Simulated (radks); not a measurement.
Q: All-electron atom: Mn+ in [Ar] 3d5 4s1. All-electron calculation, Dirac Kohn-Sham, LDA (Slater exchange, Perdew-Wang correlation), spin-unpolarised, spherical densities, finite nucleus; open shells are shared between the two j in proportion to 2j + 1; Fermi nuclear charge, rms radius 3.7057 fm. Program: a radial shooting solver on a logarithmic mesh with Libxc functionals. Some entries of the table are withheld. Estimate them.

| orbital | occ. | eigenvalue (hartree) | r(max) (bohr) | <r^2> (bohr^2) |
|---|---|---|---|---|
| 1s1/2 | 2 | -235.9905 | 0.03994 | 0.005005 |
| 2s1/2 | 2 | (1) | 0.2330 | 0.09263 |
| 2p1/2 | 2 | -23.69362 | (2) | (3) |
| 2p3/2 | 4 | -23.31126 | (4) | (5) |
| 3s1/2 | 2 | -3.44309 | 0.7367 | 0.8419 |
| 3p1/2 | 2 | (6) | 0.7468 | 0.9554 |
| 3p3/2 | 4 | (7) | 0.7540 | 0.9752 |
| 3d3/2 | 2 | (8) | 0.7561 | (9) |
| 3d5/2 | 3 | (10) | 0.7587 | (11) |
| 4s1/2 | 1 | -0.44696 | 2.366 | 8.841 |

A: 
(1) 2s1/2 eigenvalue (hartree): -27.56892
(2) 2p1/2 r(max) (bohr): 0.1867
(3) 2p1/2 <r^2> (bohr^2): 0.07419
(4) 2p3/2 r(max) (bohr): 0.1891
(5) 2p3/2 <r^2> (bohr^2): 0.07586
(6) 3p1/2 eigenvalue (hartree): -2.33891
(7) 3p3/2 eigenvalue (hartree): -2.29191
(8) 3d3/2 eigenvalue (hartree): -0.56180
(9) 3d3/2 <r^2> (bohr^2): 1.851
(10) 3d5/2 eigenvalue (hartree): -0.55735
(11) 3d5/2 <r^2> (bohr^2): 1.868
